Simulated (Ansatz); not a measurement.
Frontier orbitals of C3H6Zn.

Z-matrix (Å, degrees):
```
C
C 1 1.489
H 1 1.096 2 110.9
H 1 1.094 2 111.1 3 118.3
H 1 1.092 2 111.5 3 -120.6
C 2 1.326 1 125.1 3 119.1
H 2 1.088 1 116.2 3 -60.3
H 6 1.086 2 121.4 1 0.8
H 6 1.084 2 121.6 1 -179.6
Zn 3 3.480 1 102.8 2 -57.6
```

Total charge 0; spin multiplicity 1. For Zn the d shell is correlated and the shells below it are frozen. Scalar relativity is left out up to krypton. The bonds changed during the relaxation, so this is another structure than the one it started from. Geometry: relaxed with PBE0-D4/def2-TZVP. Basis def2-TZVPP, Ansatz.

| functional | HOMO (eV) | LUMO (eV) |
| --- | --- | --- |
| BHLYP | -6.95 | 0.14 |

(1) Give HOMO and LUMO (eV) with LDA (SPW92), PBE, revPBE, BLYP, r2SCAN, B97M-V, PBE0, B3LYP, r2SCANh, r2SCAN0, HSE06 (plane-wave form), CAM-B3LYP, LC-ωPBE, ωB97X-V, ωB97M-V, HF. (Estimate.)

Results:

(1) The calculation gave: 
```json
{"functional": "LDA (SPW92)", "HOMO": "-5.80", "LUMO": "-1.33"}
{"functional": "PBE", "HOMO": "-5.55", "LUMO": "-1.14"}
{"functional": "revPBE", "HOMO": "-5.46", "LUMO": "-1.06"}
{"functional": "BLYP", "HOMO": "-5.50", "LUMO": "-1.06"}
{"functional": "r2SCAN", "HOMO": "-5.77", "LUMO": "-0.89"}
{"functional": "B97M-V", "HOMO": "-5.50", "LUMO": "-1.10"}
{"functional": "PBE0", "HOMO": "-6.28", "LUMO": "-0.47"}
{"functional": "B3LYP", "HOMO": "-6.24", "LUMO": "-0.68"}
{"functional": "r2SCANh", "HOMO": "-6.04", "LUMO": "-0.65"}
{"functional": "r2SCAN0", "HOMO": "-6.45", "LUMO": "-0.32"}
{"functional": "HSE06 (plane-wave form)", "HOMO": "-5.87", "LUMO": "-0.82"}
{"functional": "CAM-B3LYP", "HOMO": "-7.56", "LUMO": "0.32"}
{"functional": "LC-ωPBE", "HOMO": "-8.64", "LUMO": "1.27"}
{"functional": "ωB97X-V", "HOMO": "-8.35", "LUMO": "1.17"}
{"functional": "ωB97M-V", "HOMO": "-8.36", "LUMO": "0.97"}
{"functional": "HF", "HOMO": "-7.64", "LUMO": "1.65"}
```

B3LYP here is the variant with VWN-RPA as its local correlation; programs differ in this. LC-ωPBE has ω = 0.4 bohr⁻¹. Positive LUMOs are unbound and depend on the basis.
